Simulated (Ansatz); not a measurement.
Frontier orbitals of C₂H₇BO, SMILES `CBCO`.

The species carries charge 0 and has multiplicity 1. Geometry: relaxed with PBE0-D4/def2-TZVP. It is one conformer, not always the lowest. Basis def2-TZVPP, Ansatz.

```csv
functional,HOMO (eV),LUMO (eV),gap (eV)
PBE,-6.12,-2.00,4.12
PBE0,-7.80,-0.99,6.81
LC-ωPBE,-10.64,1.33,11.97
ωB97X-V,-10.31,1.21,11.52
ωB97M-V,-10.25,0.95,11.20
HF,-12.01,2.49,14.50
```

Against PBE, PBE0 changes HOMO and LUMO by −1.68 and +1.01 eV, ωB97M-V by −4.14 and +2.95 eV. A gap of 4.12 eV thus becomes 11.20 eV for the same molecule, so an orbital gap means little without its functional. A positive LUMO is unbound and depends on the basis.

LC-ωPBE has ω = 0.4 bohr⁻¹.
